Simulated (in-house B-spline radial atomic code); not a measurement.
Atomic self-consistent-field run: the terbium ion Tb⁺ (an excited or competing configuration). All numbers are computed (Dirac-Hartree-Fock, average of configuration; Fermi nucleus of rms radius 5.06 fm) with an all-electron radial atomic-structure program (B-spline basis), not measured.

Command:
```bash
python run_scf.py task.json out
```
Settings (nuclear radius in fm, mass in u):
```
Z                65
configuration    [Kr] 4d10 4f9 5s2 5p5 6s1 9g1
hamiltonian      dirac
method           hf
spin_polarised   False
nucleus          fermi
rms_radius       5.06
atomic_mass      158.92535
speed_of_light   137.035999084
```

Output (hartree, bohr):
```
 radial grid: 95 intervals, B-splines of order 8, outer radius 294.8 bohr

 iter        energy (Eh)    residual
    1      -11662.880484    7.50e-01
    2      -11681.983247    1.21e+00
    3      -11709.381605    2.71e-01
    4      -11710.871262    7.36e-02
    5      -11711.073727    2.34e-02
    6      -11711.081729    1.48e-03
    7      -11711.081831    1.57e-03
    8      -11711.081877    1.20e-04
    9      -11711.081879    9.32e-05
   10      -11711.081879    3.46e-06
   11      -11711.081879    5.18e-08

 total energy                    -11711.08188
 kinetic                           12804.5085
 electron-nucleus                 -28794.8236
 electron-electron                  4279.2332

 first-order corrections (not in the total)
   Gaunt                            12.2294
   retardation                      -1.2869
   frequency dependence             -0.1708
   self-energy                       8.5987
   Uehling                          -1.4091
   Wichmann-Kroll                    0.0456
   recoil                            0.0259

 orbital      occ     eigenvalue          <r>       <r^2>       <1/r>     <1/r^2>     <1/r^3>       r_max    small
 1s1/2      2.000     -1922.8699    0.0215031 0.000631469     73.0907     12236.2           -     0.01364  5.88e-02
 2s1/2      2.000      -323.7257    0.0908748    0.009814     17.4933     1559.93           -     0.07759  1.30e-02
 2p1/2      2.000      -306.9083    0.0759792  0.00714118     17.4273     493.389           -     0.05866  1.31e-02
 2p3/2      4.000      -279.3972    0.0828846  0.00836538     15.3442     320.985     10418.4     0.06455  1.21e-02
 3s1/2      2.000       -74.2233     0.238132   0.0649462     6.40106     339.065           -      0.2195  4.17e-03
 3p1/2      2.000       -66.9097     0.228198   0.0605841     6.30331     108.209           -      0.2072  4.10e-03
 3p3/2      4.000       -61.1186     0.241156   0.0674653     5.77858     71.5108     2241.67      0.2194  3.83e-03
 3d3/2      4.000       -48.6974      0.21384   0.0537992     5.64201     39.8488     375.635      0.1744  3.69e-03
 3d5/2      6.000       -47.4490     0.217889   0.0557221     5.51171     37.6394      333.05      0.1778  3.61e-03
 4s1/2      2.000       -16.1386     0.542052    0.331525     2.64503     79.3788           -      0.5051  1.29e-03
 4p1/2      2.000       -13.2082     0.554915    0.350379     2.53267     24.7271           -      0.5099  1.21e-03
 4p3/2      4.000       -11.9112      0.58341    0.387145     2.36346     16.5591     486.377      0.5355  1.13e-03
 4d3/2      4.000        -7.0541      0.61999     0.44612      2.1378     8.30097     69.1872      0.5436  9.54e-04
 4d5/2      6.000        -6.8157     0.630716    0.461535     2.09325     7.82401     60.4104      0.5524  9.27e-04
 4f5/2      3.857        -1.1714     0.833171    0.896151     1.56284     3.20062     8.68214      0.5586  5.56e-04
 4f7/2      5.143        -1.1407     0.845191    0.924025     1.54307     3.12183     8.35202      0.5643  5.45e-04
 5s1/2      2.000        -2.7716      1.33533     2.00269    0.987309     12.6357           -       1.192  2.55e-04
 5p1/2      1.667        -1.9120        1.486     2.49816    0.879562     3.54928           -       1.298  2.08e-04
 5p3/2      3.333        -1.7359      1.57421     2.80303    0.821719     2.37347     61.4034       1.373  1.86e-04
 6s1/2      1.000        -0.6535      3.45879        13.3    0.361135     1.67024           -       3.129  4.01e-05
 9g7/2      0.444        -0.0247      55.6505     3491.95   0.0248005  0.00124049 0.000126628       64.21  6.63e-07
 9g9/2      0.556        -0.0247      55.6503     3491.92    0.024801  0.00124058 0.000126652       64.21  6.63e-07
```

Time taken, with all properties: 11 s on 1 thread of Arm Neoverse V2 (shared host).

For the Dirac Hamiltonian the kinetic term is c α·p + (β - 1)c².
